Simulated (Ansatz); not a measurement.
CH7F2NSi2, SMILES C[Si](F)(F)[SiH2]N.

Geometry optimised at ωB97X-D3(BJ)/def2-SVP. The structure was generated by enumeration, and PubChem lists no compound with its InChIKey, so it may never have been made. The values are those of a single conformer.

Two levels are set side by side: PBE/def2-SVPD (Ansatz, an electronic-structure program) and CAM-B3LYP/def2-SVPD (Ansatz). Energy differences of separate SCF runs at the same geometry; the states with an electron removed or added have multiplicity 2 and 2. Differences are taken from unrounded values.

```csv
quantity,CAM-B3LYP
vertical ionisation energy (eV),9.82
vertical singlet–triplet gap (eV),5.75
```

Task: What does PBE give, and how far is it from CAM-B3LYP? (The exact figures need the calculation; the answer reports its results.)

Result: 
```
quantity                            PBE  PBE minus CAM-B3LYP
---------------------------------  ----  -------------------
vertical ionisation energy (eV)    9.17                -0.65
vertical singlet–triplet gap (eV)  4.90                -0.85
```
